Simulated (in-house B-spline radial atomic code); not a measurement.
# Binding energies in Ni⁴⁺

NIST's tabulated ground configuration is [Ar] 3d6; each binding energy is the energy of the ion with one electron taken from that subshell, relaxed, less that of the parent. Level of theory: Dirac-Hartree-Fock, average of configuration, Fermi nucleus of rms radius 3.7757 fm; calculated with a radial B-spline atomic code at the basis-set limit. Energies include first-order Breit, QED and recoil terms.

```tsv
subshell	X-ray name	binding energy (eV)	-ε (eV)	relaxation (eV)
1s	K	8416.4	8471.7	40.7
2s	L1	1098.9	1117.3	17.3
2p1/2	L2	958.1	978.2	19.0
2p3/2	L3	941	960.5	18.8
3s	M1	195.1	198.5	3.3
3p1/2	M2	149.7	153.0	3.2
3p3/2	M3	147.4	150.6	3.1
3d	M4,5	78.1	80.81	2.73
```

Relaxation = -ε minus the binding energy without Breit, QED and recoil terms.

Emission lines follow as differences of binding energies, with λ = 12398.42 eV·Å / E:

```tsv
line	holes	energy (eV)	wavelength (Å)
K-L3	1s → 2p3/2	7475.4	1.6586
K-L2	1s → 2p1/2	7458.3	1.6624
K-M3	1s → 3p3/2	8269.0	1.4994
L1-M3	2s → 3p3/2	951.5	13.03
L3-M1	2p3/2 → 3s	745.9	16.622
```

Question: What screening constant σ does Moseley's law, E = (3/4)·13.6057 eV·(Z - σ)², need for K-L3?

Answer: σ = 0.93.

Question: What does it cost to remove both a 2p3/2 and a 3d electron?

Answer: 1048.8 eV, which is 29.69 eV more than the two single binding energies together.

Question: What does it cost to remove both a 2s and a 2p3/2 electron?

Answer: 2102.2 eV, which is 62.33 eV more than the two single binding energies together.

Question: What does it cost to remove both a 1s and a 3p3/2 electron?

Answer: 8597.6 eV, which is 33.75 eV more than the two single binding energies together.
